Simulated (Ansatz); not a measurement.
`[F][Sn]([F])([Cl])[Cl]` + H₂ → `[F][SnH]([Cl])[Cl]` + H–F  (hydrogenolysis of the Sn–F bond)

Gas-phase electronic energies from Ansatz, PBE0-D4/def2-TZVP geometries. CBS: MP2 limit from def2 TZ/QZ plus the TZ coupled-cluster correction, frozen cores. This one scheme is used for every species. DFT in def2-TZVPP. Elements past krypton have def2 core potentials. For Sn outer-core shells are correlated without core-valence functions, which leaves a few kJ/mol of doubt a bond.

```tsv
level	ΔE (kJ/mol)	difference from CCSD(T)/CBS
LDA (SPW92)	4.3	-12.1
revPBE-D4	22.7	6.3
PBE0-D4	9.3	-7.1
r2SCANh-D4	20.3	3.9
RPA@PBE/def2-TZVPP	14.3	-2.1
HF/def2-SVP	-7.0	-23.4
SCS-MP2/def2-TZVPP	15.8	-0.6
CCSD/def2-TZVPP	7.5	-8.9
CCSD(T)/def2-TZVPP	11.7	-4.7
MP2/CBS(def2)	18.9	2.5
CCSD(T)/CBS	16.4	0
```

Largest T1 diagnostic among the species: 0.013.

From PBE to PBE0 (25 % exact exchange), in def2-TZVPP and without D4, ΔE moves by −9.2 kJ/mol. In def2-TZVPP, CCSD(T) changes the Hartree–Fock value by +4.4 kJ/mol (the triples alone add +4.2 kJ/mol) and MP2 by +6.8 kJ/mol.
